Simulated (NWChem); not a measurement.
System: InI$_{3}$; SMILES [I][In]([I])[I]

```xyz
4

In     0.0000     0.0000     0.0000
I      0.6881    -2.5678     0.0000
I     -2.5678     0.6881     0.0000
I      1.8798     1.8798     0.0000
```
Atoms are numbered in this order, from 1.

All runs: NWChem. Medium grid unless said otherwise, to which SCAN and Minnesota functionals are sensitive. All runs use the structure optimised with PBE0/def2-SVP. def2 effective core potentials on In, I; no spin-orbit coupling.

For level TPSS/def2-SVP:

```yaml
highest occupied level (eV): -6.75
orbital gap (eV): 2.96
```

Question: Estimate the same quantities for level r2SCAN/def2-SVP.

Answer: The highest occupied level (eV) is -6.98 and the orbital gap (eV) is 3.19.
